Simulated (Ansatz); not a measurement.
Abridged output of a molecular run in Ansatz:

```
Functional definition: HF
939 factors; integrals over basis functions are off by at most 1.5e-3 eV
mean field evaluation 1: about -4770.3431 eV, gradient 3.7e1 eV
mean field evaluation 2: about -4770.3450 eV, gradient 3.7e1 eV
mean field evaluation 4: about -4773.6787 eV, gradient 3.2e0 eV
mean field evaluation 8: about -4773.7142 eV, gradient 1.4e-4 eV
mean field -4773.71418935 eV, -175.4307607189 hartree, gradient 1.9e-6 eV, S^2 0.000000; 0 other end points of the search recorded, 0 dependent functions left out
4 core orbitals not correlated: weight in the atoms' cores, before any rotation towards them, 1.000 or more for the frozen orbitals, at most 0.000 for the correlated occupied ones
reference -4773.71418935 eV, -175.4307607189 hartree; 12, 12 occupied and 75, 75 virtual orbitals, 939 factors
second order -15.54155662 eV of doubles, -0.00000000 eV of singles
cycle   1  -16.34529616 eV  change   -8.0e-1 eV  update   7.9e-2
cycle   2  -16.75173994 eV  change   -4.1e-1 eV  update   2.4e-2
cycle   3  -16.82334360 eV  change   -7.2e-2 eV  update   1.1e-2
cycle   4  -16.81913289 eV  change    4.2e-3 eV  update   3.7e-3
cycle   5  -16.81914404 eV  change   -1.1e-5 eV  update   1.5e-3
cycle   6  -16.81883724 eV  change    3.1e-4 eV  update   4.2e-4
cycle   7  -16.81866834 eV  change    1.7e-4 eV  update   1.3e-4
cycle   8  -16.81864934 eV  change    1.9e-5 eV  update   4.6e-5
cycle   9  -16.81864857 eV  change    7.7e-7 eV  update   1.6e-5
perturbative correction -0.45341183 eV, -0.0166625773 hartree
Total energy: -4790.98624975 eV, -176.0654972311 hartree
```

Its atoms:

Cartesian coordinates in Å:
```
N 0.273 -0.686 -1.787
B -0.443 -0.214 -0.692
C 0.294 0.464 0.526
N -0.523 0.527 1.732
H 1.277 -0.644 -1.854
H -0.167 -1.084 -2.598
H -1.638 -0.327 -0.712
H 0.510 1.495 0.208
H 1.283 -0.004 0.677
H -0.876 -0.388 1.978
H 0.012 0.862 2.523
```

(1) Which basis set was used?
A. def2-SVPD
B. def2-TZVPP
C. def2-SVP
D. def2-TZVPPD

(2) Write the keys of the input that set method, charge and spin (a neutral closed shell needs none for the last two).

## Answers

(1) C. It gives 91 functions.

(2) 
```yaml
correlation: {method: ccsd_t}
```
